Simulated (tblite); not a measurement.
Species: C5H6OP (charge -1).
Atom-mapped SMILES: `[CH3:1][P-:2][c:3]1[cH:4][cH:5][o:6][cH:7]1` (hydrogens: H8, H9, H10 on C1; H11 on C4; H12 on C5; H13 on C7)

The geometry is computed with GFN2-xTB (gas phase).

Question: What internal coordinates does the optimisation give?

Answer: 
```
                bond  length (Å)
               C1–P2       1.867
               P2–C3       1.770
               C3–C4       1.434
               C4–C5       1.352
               C5–O6       1.350
               O6–C7       1.378
               C3–C7       1.375
C1–H8, C1–H9, C1–H10       1.091
              C4–H11       1.073
              C5–H12       1.077
              C7–H13       1.072
```

Bonds in one row agree within 0.01 Å and their mean is given. A selection of angles:
```
    angle  degrees
 P2–C1–H8    107.5
 P2–C1–H9    111.0
 H8–C1–H9    109.0
 C1–P2–C3     97.7
 P2–C3–C4    124.4
 P2–C3–C7    131.4
 C4–C3–C7    104.2
 C3–C4–C5    107.3
C3–C4–H11    125.7
C5–C4–H11    127.0
 C4–C5–O6    111.5
C4–C5–H12    132.0
O6–C5–H12    116.5
 C5–O6–C7    105.6
O6–C7–H13    115.8
 C3–C7–O6    111.5
C3–C7–H13    132.7
```

Torsions: C1–P2–C3–C4 180° (antiperiplanar).

C7 (aromatic CH next to a ring oxygen) is planar (angles 132.7°, 115.8° and 111.5°, sum 360.0°, 0.00 Å off the plane of its three neighbours). C4 (aromatic CH carbon) is planar (angles 127.0°, 125.7° and 107.3°, sum 360.0°, 0.00 Å off the plane of its three neighbours). C5 (aromatic CH next to a ring oxygen) is planar (angles 132.0°, 116.5° and 111.5°, sum 360.0°, 0.00 Å off the plane of its three neighbours). Of the pairs four or more bonds apart, C1···H13 is among the closest relative to their van der Waals radii: 2.83 Å, 98 % of the sum of Bondi's values. O6 (furan-type oxygen) is bent (angle 105.6°). The 5-membered ring C3–C4–C5–O6–C7 has internal angles of 104.2° to 111.5°; it is planar, 0.00 Å rms from its mean plane, widest ring torsion 0°. The C–P distances run from 1.770 Å (P2–C3, drawn single) to 1.867 Å (C1–P2, drawn single), a spread of 0.097 Å.

Point group: Cs (every atom within 0.08 Å of its image). Its GFN2-xTB frequencies are all real (lowest 90 cm⁻¹).

One conformer stands for the species.
